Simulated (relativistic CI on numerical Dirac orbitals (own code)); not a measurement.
Calculated at this level of theory: Dirac-Coulomb-Breit CI, orbitals from a KLI potential per configuration, model QED (radiative potential, 1s self-energy scaled to tabulated hydrogen-like ionisation energies), unscaled Slater integrals (own radial code, finite nucleus).

Configuration list: 1s2, 1s 2s, 1s 2p, 1s 3s, 1s 3p, 1s 3d, 1s 4s, 1s 4p, 1s 4d, 1s 4f, 1s 5s, 1s 5p, 1s 5d, 1s 5f, 1s 5g, 1s 6s, 1s 6p, 1s 6d, 2s2. Levels of other configurations are missing.

At this charge energies of transitions that change n are usually good to better than 1 %, and those within a shell (Δn = 0) to a few per cent.

Outline of the computed level scheme of Xe LIII. Lowest level of each configuration: 1s2 1S_0 at 0.0 eV; 1s 2s 3S_1 at 30126.9 eV; 1s 2p 3P°_1 at 30204.3 eV; 1s 3s 3S_1 at 35822.9 eV; 1s 3p 3P°_1 at 35844.0 eV; 1s 3d 3D_2 at 35967.8 eV; 1s 4s 3S_1 at 37791.0 eV; 1s 4p 3P°_1 at 37799.6 eV; 1s 4d 3D_2 at 37851.6 eV.

Some strong electric-dipole decays among the lowest 27 levels: 1s 2p 1P°_1 → 1s2 1S_0 (6.8e+15 s⁻¹); 1s 2p 3P°_1 → 1s2 1S_0 (3.1e+15 s⁻¹); 1s 3p 1P°_1 → 1s2 1S_0 (1.9e+15 s⁻¹); 1s 3p 3P°_1 → 1s2 1S_0 (8.0e+14 s⁻¹); 1s 4p 1P°_1 → 1s2 1S_0 (7.8e+14 s⁻¹); 1s 3d 3D_3 → 1s 2p 3P°_2 (5.1e+14 s⁻¹); 1s 3d 1D_2 → 1s 2p 1P°_1 (4.6e+14 s⁻¹); 1s 3d 3D_2 → 1s 2p 3P°_1 (4.5e+14 s⁻¹).

LS names give the leading component of a level, which can be under half, so a name can repeat, a term be missing and a line seem to break the LS rules.
